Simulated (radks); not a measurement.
Results of a calculation; reference values are marked as such.
Os IV, 73 electrons, occupied as [Kr] 4d10 4f14 5s1 5p6 5d5 5f1 (not the ground configuration). Code: a radial shooting solver on a logarithmic mesh with Libxc functionals. Model: Dirac Kohn-Sham, OLYP, spin-unpolarised, spherical densities, finite nucleus; open shells fill j = l - 1/2 first; Fermi nuclear charge, rms radius 5.4126 fm. Some entries of the table are withheld. Estimate them.

| orbital | occ. | eigenvalue (eV) | <r> (bohr) | <r^2> (bohr^2) |
|---|---|---|---|---|
| 1s1/2 | 2 | -73772.71 | 0.01774 | 0.0004337 |
| 2s1/2 | 2 | -12881.73 | 0.07427 | 0.006585 |
| 2p1/2 | 2 | -12338.79 | 0.06130 | 0.004684 |
| 2p3/2 | 4 | -10807.93 | 0.06949 | 0.005879 |
| 3s1/2 | 2 | -3031.057 | 0.1934 | 0.04289 |
| 3p1/2 | 2 | (1) | 0.1834 | 0.03924 |
| 3p3/2 | 4 | (2) | 0.1985 | 0.04575 |
| 3d3/2 | 4 | -2044.953 | 0.1733 | 0.03529 |
| 3d5/2 | 6 | -1972.493 | 0.1780 | 0.03707 |
| 4s1/2 | 2 | -673.1603 | 0.4316 | 0.2105 |
| 4p1/2 | 2 | (3) | 0.4354 | 0.2160 |
| 4p3/2 | 4 | (4) | 0.4690 | 0.2502 |
| 4d3/2 | 4 | -324.0936 | 0.4817 | 0.2687 |
| 4d5/2 | 6 | -309.5054 | 0.4930 | 0.2813 |
| 5s1/2 | 1 | -131.7513 | 0.9948 | 1.109 |
| 5p1/2 | 2 | -99.5705 | 1.077 | 1.307 |
| 4f5/2 | 6 | -96.1380 | 0.5473 | 0.3675 |
| 4f7/2 | 8 | -93.2937 | 0.5550 | 0.3781 |
| 5p3/2 | 4 | -86.6208 | 1.166 | 1.531 |
| 5d3/2 | 4 | -42.6470 | 1.492 | 2.556 |
| 5d5/2 | 1 | -41.1632 | 1.530 | 2.689 |
| 6s1/2 | 0 | -33.8388 | 2.358 | 6.209 |
| 6p1/2 | 0 | -26.0998 | (5) | 8.263 |
| 6p3/2 | 0 | -24.1309 | (6) | 9.491 |
| 6d3/2 | 0 | -14.8752 | 4.033 | 18.23 |
| 6d5/2 | 0 | -14.6584 | 4.097 | 18.81 |
| 5f5/2 | 1 | -11.9577 | 3.793 | 16.67 |
| 5f7/2 | 0 | -11.9253 | 3.814 | 16.84 |
| 6f5/2 | 0 | -7.2692 | 7.275 | 60.80 |
| 6f7/2 | 0 | -7.2505 | 7.295 | 61.12 |

Answer. 
(1) 3p1/2 eigenvalue (eV): -2787.531
(2) 3p3/2 eigenvalue (eV): -2453.532
(3) 4p1/2 eigenvalue (eV): -570.8240
(4) 4p3/2 eigenvalue (eV): -492.2539
(5) 6p1/2 <r> (bohr): 2.718
(6) 6p3/2 <r> (bohr): 2.916
